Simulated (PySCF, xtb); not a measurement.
BiCl₂, SMILES [Bi]([Cl])[Cl], multiplicity 2.

Harmonic wavenumbers (cm⁻¹) from GFN2-xTB (xtb) at its own minimum, in rising order: 90, 286, 311.

### Question
What does PBE-D3(BJ)/def2-TZVP (PySCF) give at its own minimum? (The exact figures need the calculation; the answer reports its results.)

### Answer
99, 313, 330. Paired by order, the mean absolute difference is 18 cm⁻¹ and the zero-point energies are 1.0 and 1.1 kcal/mol.
